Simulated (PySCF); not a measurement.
## NiH₂, triplet: data card

Computed with UPBE0/[Ni def2-TZVP, H def2-TZVP], no relativity, density fitting, PySCF.

The structure is a minimum.

```json
{
 "Point group": "C2v",
 "Bond lengths": "Ni–H 1.539 Å (×2)",
 "Bond angles": "H–Ni–H 130.8°",
 "Zero-point energy": "25.2 kJ/mol",
 "Principal quadrupole moments (Buckingham, traceless) about the centre of mass": "-4.77, 1.28, 3.49 D Å",
 "Heat capacity Cp at 298.15 K": "37.5 J/(mol K)",
 "Lowest empty level (β)": "-3.03 eV",
 "Spin squared ⟨S²⟩": "2.008",
 "Entropy at 298.15 K and 1 bar (electronic part: spin only)": "224.7 J/(mol K)",
 "Atomisation energy without zero-point energy": "483 kJ/mol",
 "Enthalpy at 298.15 K above 0 K": "10.29 kJ/mol",
 "Dipole moment": "1.99 D",
 "Principal polarisabilities": "19.9, 27.1, 40.9 bohr³",
 "Rotational symmetry number": "2",
 "Rotational constants": "21.11, 4.267, 3.55 cm⁻¹",
 "Highest occupied level (α)": "-7.10 eV"
}
```

Harmonic modes (masses in u: Ni 57.935, H 1.008):
```
symmetry  ω (cm⁻¹)  IR (km/mol)  μ (u)     type
      a1       640          110   1.03     bend
      b2      1734          300   1.04  stretch
      a1      1840         44.6   1.01  stretch
```

In C2v the vibrations span 2a1 + b2. Here b1 is antisymmetric to the molecular plane and b2 lies in it.

Charges (e):
```json
{"atom": "Ni1", "Mulliken": "0.30", "Löwdin": "0.32", "polar tensor": "0.67", "spin (Mulliken)": "1.68", "Mayer order to Ni1": "–"}
{"atom": "H2,3", "Mulliken": "-0.15", "Löwdin": "-0.16", "polar tensor": "-0.34", "spin (Mulliken)": "0.16", "Mayer order to Ni1": "0.93"}
```

Mulliken populations on Ni1: s 6.90, p 12.35, d 8.45, f 0.00.

Outer orbital energies (eV). α occupied: -12.22, -11.58, -10.66, -10.60, -10.39, -8.74, -7.10; empty: -0.95, 1.11, 3.10, 3.78. β occupied: -10.06, -9.63, -9.35, -8.35, -8.33; empty: -3.03, -2.96, -0.42, 1.85.

Formally Ni is in oxidation state +2, d8, with 2 unpaired electrons (the high-spin count). The Mulliken spin on Ni is 1.68. The polar-tensor charge on Ni, 0.67, is far below the formal one.

Other isomers or separated fragments may lie lower. Open d and f shells are described by one determinant, and the ground state may have another occupation or spin.

The final relaxation and frequency run took of the order of 21 core-seconds on a shared host.
